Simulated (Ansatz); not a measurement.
Geometry optimisation, RKS B3LYP/def2-SVP in Ansatz 0.2.0.

input.yaml

```yaml
crystal:
  periodic: [false, false, false]
  atoms:
    - { symbol: B, position_ang: [-0.33572, 2.30305, 0.37346] }
    - { symbol: Al, position_ang: [-0.06828, 0.41751, -0.395] }
    - { symbol: C, position_ang: [0.17598, -1.54607, 0.52908] }
    - { symbol: O, position_ang: [0.41543, -2.47491, -0.26709] }
    - { symbol: H, position_ang: [0.47884, 3.13877, 0.2198] }
    - { symbol: H, position_ang: [-1.306, 2.61583, 0.96147] }
    - { symbol: H, position_ang: [0.05251, -0.36468, -1.75995] }
    - { symbol: H, position_ang: [0.16958, -1.90767, 1.56933] }
    - { symbol: H, position_ang: [0.41766, -2.18183, -1.2311] }
total_charge: 1
basis:
  gaussian: { orbitals: def2-SVP }
hamiltonian:
  xc: b3lyp
relax:
  f_tol: 0.015
  max_steps: 40
```

Launched with:

```bash
$ ansatz run input.yaml --threads 1 --pin off --max-ram 2048MiB --backend cpu --events-out ev --progress --plain --runs-dir out
```

Task: Where does it end, and by what steps?

Result: The forces met the threshold. Limits of this set-up: the dipole of an ion depends on the origin. After 16 steps the energy has fallen by 0.136 eV; H5 moved furthest, 0.51 Å.

| step | energy less start (eV) | largest force component (eV/Å) | accepted |
| --- | --- | --- | --- |
| 0 | 0.0000 | 1.355 | yes |
| 1 | 0.0152 | 0.945 | no |
| 2 | -0.0887 | 0.341 | yes |
| 3 | -0.1080 | 0.320 | yes |
| 4 | -0.1168 | 0.357 | yes |
| 5 | -0.1231 | 0.241 | yes |
| 6 | -0.1302 | 0.165 | yes |
| 7 | -0.1283 | 0.385 | no |
| 8 | -0.1341 | 0.069 | yes |
| 9 | -0.1350 | 0.089 | yes |
| 10 | -0.1314 | 0.210 | no |
| 11 | -0.1357 | 0.021 | yes |
| 12 | -0.1358 | 0.036 | yes |
| 13 | -0.1359 | 0.031 | yes |
| 14 | -0.1359 | 0.022 | yes |
| 15 | -0.1359 | 0.018 | no |
| 16 | -0.1359 | 0.008 | yes |

```xyz
9
Properties=species:S:1:pos:R:3
B -0.339 2.235 0.421
Al -0.094 0.394 -0.594
C 0.253 -1.414 0.482
O 0.396 -2.506 -0.142
H 0.611 2.932 0.663
H -1.431 2.604 0.768
H -0.065 -0.243 -2.045
H 0.338 -1.594 1.571
H 0.330 -2.408 -1.123
```

The run took 58 s on 1 thread of Arm Neoverse V1, on a shared host, peak memory 0.15 GiB.
